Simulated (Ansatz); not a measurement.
A geometry relaxed with PBE0-D4/def2-SVP in Ansatz (an electronic-structure program), charge 0, multiplicity 1:

```xyz
19

H      1.7417     1.5475    -0.8872
S     -1.6327     2.2184    -0.3462
Si    -0.1996     0.7923     0.4081
H      3.0635    -0.5929    -1.0937
C     -1.1851    -0.7871     0.6687
H      0.8027     0.3502    -1.7700
H     -0.7547     3.2436    -0.3977
S      0.7031     1.4714     2.2466
H     -2.3324    -2.3091    -0.4011
H     -2.4334    -0.6911    -1.1250
C      1.2397     0.5702    -0.7804
C     -1.7586    -1.3928    -0.6104
H      1.7602    -1.5005    -0.3046
C      2.2379    -0.5099    -0.3696
H     -0.9636    -1.6615    -1.3241
H     -0.4697     1.6163     2.9010
H      2.6827    -0.2985     0.6153
H     -1.9888    -0.5666     1.3924
H     -0.5130    -1.4997     1.1779
```

Problem. Write the SMILES of this molecule.

Solution. `CC[Si](S)(S)CC`
